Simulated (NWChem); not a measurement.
**H3ClZr in NWChem**

SMILES: [ZrH3][Cl]
```xyz
5

Zr     0.1912    -0.5973     0.0000
Cl    -0.5157     1.6113     0.0000
H     -0.4556    -1.4321     1.5078
H     -0.4556    -1.4321    -1.5078
H      2.0316    -0.6359     0.0000
```
Charge 0, spin multiplicity 1.

All runs are NWChem calculations. All single points use one geometry, from PBE0/def2-SVP with def2 effective core potentials on Zr, a minimum by its harmonic frequencies.

Symmetry labels belong to the abelian group Cs used in the runs, with the axes of the coordinates shown; states degenerate in a higher group split over its labels.

Effective core potentials replace the inner electrons of Zr; spin-orbit coupling is left out. B3LYP has NWChem's definition, with VWN1-RPA local correlation. The structure started from a generated list of species.

**Question.** List the lowest 4 singlet excitations that TD-B3LYP/def2-SVPD with def2 effective core potentials on Zr, VWN1-RPA local correlation gives, with oscillator strengths.

**Answer.** 
```csv
state,symmetry,energy (eV),wavelength (nm),f
1,a",4.00,310,0.000
2,a',4.12,301,0.000
3,a",4.12,301,0.000
4,a',4.33,286,0.005
```
